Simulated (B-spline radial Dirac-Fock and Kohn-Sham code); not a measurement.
# X-ray form factors of neutral atoms, H to Ca

These are calculated numbers from a radial B-spline solver; the model is Dirac-Fock orbitals of the configuration average with a finite nucleus. f₀ is given at the stated s = sin θ/λ in Å⁻¹. The last column sums ⟨r²⟩ over the electrons.

```tsv
Z	element	f₀(0.35)	f₀(0.4)	f₀(0.5)	f₀(1.2)	f₀(2.5)	Σ⟨r²⟩ (bohr²)
1	H	0.180	0.130	0.071	0.003	0.000	3.000
2	He	0.887	0.738	0.509	0.055	0.004	2.369
3	Li	1.393	1.270	1.033	0.205	0.021	18.63
4	Be	1.600	1.520	1.362	0.439	0.060	17.31
5	B	1.799	1.681	1.527	0.690	0.126	15.85
6	C	2.173	1.949	1.685	0.914	0.216	14.04
7	N	2.747	2.393	1.941	1.090	0.324	12.52
8	O	3.487	3.005	2.337	1.221	0.443	11.26
9	F	4.351	3.757	2.873	1.324	0.564	10.23
10	Ne	5.302	4.617	3.535	1.418	0.680	9.365
12	Mg	6.817	6.195	5.034	1.660	0.892	29.53
13	Al	7.316	6.766	5.693	1.841	0.979	33.43
14	Si	7.697	7.203	6.240	2.076	1.056	32.73
15	P	8.029	7.547	6.675	2.364	1.122	31.10
16	S	8.375	7.856	7.018	2.699	1.182	29.31
17	Cl	8.782	8.181	7.305	3.070	1.241	27.58
18	Ar	9.272	8.558	7.575	3.461	1.301	25.97
19	K	9.908	9.061	7.888	3.854	1.367	50.94
20	Ca	10.590	9.649	8.275	4.233	1.444	56.20
```
